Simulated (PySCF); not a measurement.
O3S, triplet, at a GFN2-xTB geometry (a higher spin typed on purpose: for a closed-shell molecule this is an excited state); PBE0/6-31G (PySCF).

Input for PySCF:
```python
from pyscf import gto, scf, dft

mol = gto.Mole()
mol.atom = '''
    O    -0.682833   -1.230189   -0.237236
    S    -0.010770   -0.005312    0.281276
    O    -0.716095    1.219078   -0.192258
    O     1.420468    0.021734   -0.133059
'''
mol.basis = '6-31g'
mol.charge = 0
mol.spin = 2
mol.verbose = 4
mol.build()

mf = dft.UKS(mol)
mf.xc = 'pbe0'
mf.diis_space = 2
mf.kernel()
mf.analyze()
```

**Question.** What does PySCF print? Leave out banner, timings and long lists.

**Answer.** 
```
PySCF version 2.14.0

[INPUT] verbose = 4
[INPUT] num. atoms = 4
[INPUT] num. electrons = 40
[INPUT] charge = 0
[INPUT] spin (= nelec alpha-beta = 2S) = 2
[INPUT] symmetry False subgroup None
[INPUT] Mole.unit = angstrom
[INPUT] Symbol           X                Y                Z      unit          X                Y                Z       unit  Magmom
[...]
nuclear repulsion = 177.827406767918
number of shells = 22
number of NR pGTOs = 112
number of NR cGTOs = 40
basis = 6-31g
ecp = {}

******** <class 'pyscf.dft.uks.UKS'> ********
method = UKS
initial guess = minao
damping factor = 0
level_shift factor = 0
DIIS = <class 'pyscf.scf.diis.CDIIS'>
diis_start_cycle = 1
diis_space = 2
diis_damp = 0
SCF conv_tol = 1e-09
SCF conv_tol_grad = None
SCF max_cycles = 50
direct_scf = True
direct_scf_tol = 1e-13
number electrons alpha = 21  beta = 19
XC library pyscf.dft.libxc version 7.1.2
    S. Lehtola, C. Steigemann, M. J. T. Oliveira, and M. A. L. Marques,  SoftwareX 7, 1–5 (2018)
XC functionals = pbe0
    C. Adamo and V. Barone,  J. Chem. Phys. 110, 6158 (1999)
    M. Ernzerhof and G. E. Scuseria,  J. Chem. Phys. 110, 5029 (1999)
radial grids:
    Treutler-Ahlrichs [JCP 102, 346 (1995); DOI:10.1063/1.469408] (M4) radial grids

becke partition: Becke, JCP 88, 2547 (1988); DOI:10.1063/1.454033
pruning grids: <function nwchem_prune>
grids dens level: 3
symmetrized grids: False
atomic radii adjust function: <function treutler_atomic_radii_adjust>
small_rho_cutoff = 0
Set gradient conv threshold to 3.16228e-05
tot grids = 61128
init E= -624.257429296136

cycle= 1 E= -622.770419713378  delta_E= 1.49  |g|= 0.664  |ddm|= 2.16
cycle= 2 E= -622.596325426859  delta_E= 0.174  |g|= 0.937  |ddm|= 1.98
cycle= 3 E= -623.002527468822  delta_E= -0.406  |g|= 0.0294  |ddm|= 1.15
cycle= 4 E= -623.003151228537  delta_E= -0.000624  |g|= 0.014  |ddm|= 0.0758
cycle= 5 E= -623.003280001361  delta_E= -0.000129  |g|= 0.00332  |ddm|= 0.0254
cycle= 6 E= -623.003292615478  delta_E= -1.26e-05  |g|= 0.00156  |ddm|= 0.0069
cycle= 7 E= -623.003293313641  delta_E= -6.98e-07  |g|= 0.00189  |ddm|= 0.00358
cycle= 8 E= -623.003293836262  delta_E= -5.23e-07  |g|= 0.00161  |ddm|= 0.00269
cycle= 9 E= -623.003294325567  delta_E= -4.89e-07  |g|= 0.00129  |ddm|= 0.00227
cycle= 10 E= -623.003294776782  delta_E= -4.51e-07  |g|= 0.000784  |ddm|= 0.00146
cycle= 11 E= -623.003292295833  delta_E= 2.48e-06  |g|= 0.00253  |ddm|= 0.00259
cycle= 12 E= -623.003294770213  delta_E= -2.47e-06  |g|= 0.000805  |ddm|= 0.00247
cycle= 13 E= -623.003294789265  delta_E= -1.91e-08  |g|= 0.000778  |ddm|= 0.00139
cycle= 14 E= -623.003294154644  delta_E= 6.35e-07  |g|= 0.00144  |ddm|= 0.00158
cycle= 15 E= -623.003294278377  delta_E= -1.24e-07  |g|= 0.00134  |ddm|= 0.00214
cycle= 16 E= -623.003294825104  delta_E= -5.47e-07  |g|= 0.000722  |ddm|= 0.00145
cycle= 17 E= -623.003292821858  delta_E= 2e-06  |g|= 0.00228  |ddm|= 0.00236
cycle= 18 E= -623.003294747258  delta_E= -1.93e-06  |g|= 0.000838  |ddm|= 0.00231
cycle= 19 E= -623.003294812313  delta_E= -6.51e-08  |g|= 0.000744  |ddm|= 0.00137
cycle= 20 E= -623.003294240644  delta_E= 5.72e-07  |g|= 0.00137  |ddm|= 0.00149
cycle= 21 E= -623.003294157488  delta_E= 8.32e-08  |g|= 0.00144  |ddm|= 0.00216
cycle= 22 E= -623.003294746588  delta_E= -5.89e-07  |g|= 0.000839  |ddm|= 0.00157
cycle= 23 E= -623.003291990308  delta_E= 2.76e-06  |g|= 0.00267  |ddm|= 0.00273
cycle= 24 E= -623.003294454283  delta_E= -2.46e-06  |g|= 0.00118  |ddm|= 0.00268
cycle= 25 E= -623.003291459761  delta_E= 2.99e-06  |g|= 0.00289  |ddm|= 0.00313
cycle= 26 E= -623.003292191975  delta_E= -7.32e-07  |g|= 0.00258  |ddm|= 0.00356
cycle= 27 E= -623.003278601562  delta_E= 1.36e-05  |g|= 0.00619  |ddm|= 0.0065
cycle= 28 E= -623.00327842489  delta_E= 1.77e-07  |g|= 0.00622  |ddm|= 0.0079
cycle= 29 E= -623.003195962754  delta_E= 8.25e-05  |g|= 0.0152  |ddm|= 0.0158
cycle= 30 E= -623.003194776377  delta_E= 1.19e-06  |g|= 0.0153  |ddm|= 0.0194
[...]
cycle= 36 E= -622.984642059402  delta_E= -0.000825  |g|= 0.208  |ddm|= 0.267
cycle= 37 E= -622.907747953161  delta_E= 0.0769  |g|= 0.469  |ddm|= 0.502
cycle= 38 E= -622.904607586234  delta_E= 0.00314  |g|= 0.476  |ddm|= 0.591
cycle= 39 E= -622.551418499181  delta_E= 0.353  |g|= 1.01  |ddm|= 1.07
cycle= 40 E= -622.356889094137  delta_E= 0.195  |g|= 1.18  |ddm|= 1.35
cycle= 41 E= -620.308634025824  delta_E= 2.05  |g|= 2.29  |ddm|= 2.68
cycle= 42 E= -619.191478307873  delta_E= 1.12  |g|=  2.6  |ddm|=  3.5

cycle= 43 E= -613.432500418692  delta_E= 5.76  |g|= 3.45  |ddm|=  5.3

cycle= 44 E= -612.149111377596  delta_E= 1.28  |g|= 3.63  |ddm|= 6.58

cycle= 45 E= -607.18771673772  delta_E= 4.96  |g|=  3.8  |ddm|= 8.86
cycle= 46 E= -606.283419901068  delta_E= 0.904  |g|= 3.86  |ddm|=  9.4
cycle= 47 E= -605.479301189878  delta_E= 0.804  |g|= 3.91  |ddm|= 8.99
cycle= 48 E= -604.221093551429  delta_E= 1.26  |g|= 3.97  |ddm|= 9.17
cycle= 49 E= -604.38125936612  delta_E= -0.16  |g|= 3.94  |ddm|= 9.24
cycle= 50 E= -604.035339961705  delta_E= 0.346  |g|= 3.94  |ddm|= 9.33
SCF not converged.
SCF energy = -604.035339961705 after 50 cycles  <S^2> = 2.0038658  2S+1 = 3.0025761
**** SCF Summaries ****
Total Energy =                        -604.035339961704835
Nuclear Repulsion Energy =             177.827406767918234
One-electron Energy =                -1211.023511618553584
Two-electron Energy =                  429.160764888930544
Two-electron Coulomb Energy =          481.789190687608880
DFT Exchange-Correlation Energy =      -52.628425798678364
**** MO energy ****
                             alpha | beta                alpha | beta
[...]
To work with the spin densities directly, `use mulliken_meta_spin()` only printing them here.

 ** Mulliken spin pop alpha/beta on meta-lowdin orthogonal AOs **
 ** Mulliken Spin Density (per AO)  **
spin_pop of  0 O 1s        0.00000
spin_pop of  0 O 2s        0.04151
spin_pop of  0 O 3s        0.02688
spin_pop of  0 O 2px       0.00893
spin_pop of  0 O 2py       0.01843
spin_pop of  0 O 2pz       0.00354
spin_pop of  0 O 3px       0.00308
spin_pop of  0 O 3py       0.00451
spin_pop of  0 O 3pz       0.00716
spin_pop of  1 S 1s        0.00000
spin_pop of  1 S 2s        0.00002
spin_pop of  1 S 3s        0.02215
spin_pop of  1 S 4s        0.33019
spin_pop of  1 S 2px       0.00011
spin_pop of  1 S 2py       0.00015
spin_pop of  1 S 2pz       0.00000
spin_pop of  1 S 3px       0.25650
spin_pop of  1 S 3py       0.83734
spin_pop of  1 S 3pz       0.02902
spin_pop of  1 S 4px       0.18513
spin_pop of  1 S 4py       0.02149
spin_pop of  1 S 4pz       0.00755
spin_pop of  2 O 1s        0.00000
spin_pop of  2 O 2s        0.04031
spin_pop of  2 O 3s        0.03124
spin_pop of  2 O 2px       0.00853
spin_pop of  2 O 2py       0.01710
spin_pop of  2 O 2pz       0.00235
spin_pop of  2 O 3px       0.00503
spin_pop of  2 O 3py       0.00605
spin_pop of  2 O 3pz       0.00884
spin_pop of  3 O 1s       -0.00000
spin_pop of  3 O 2s        0.03726
spin_pop of  3 O 3s        0.00276
spin_pop of  3 O 2px       0.01930
spin_pop of  3 O 2py       0.00905
spin_pop of  3 O 2pz       0.00100
spin_pop of  3 O 3px       0.00052
spin_pop of  3 O 3py       0.00417
spin_pop of  3 O 3pz       0.00279
 ** Mulliken Spin Density (per atom)  **
spin density of  0 O =      0.11403
spin density of  1 S =      1.68966
spin density of  2 O =      0.11945
spin density of  3 O =      0.07686
 ** Mulliken pop alpha/beta on meta-lowdin orthogonal AOs **
 ** Mulliken pop       alpha | beta **
[...]
In total            21.00000 | 19.00000
 ** Mulliken atomic charges   ( Nelec_alpha | Nelec_beta ) **
charge of  0O =     -2.08103  (     5.09753      4.98350 )
charge of  1S =     -1.54564  (     9.61765      7.92799 )
charge of  2O =     -2.12189  (     5.12067      5.00122 )
charge of  3O =      5.74855  (     1.16415      1.08729 )
Dipole moment(X, Y, Z, Debye): 65.19395,  0.40256, -0.84052
```

The run did not converge; its last values are not results.
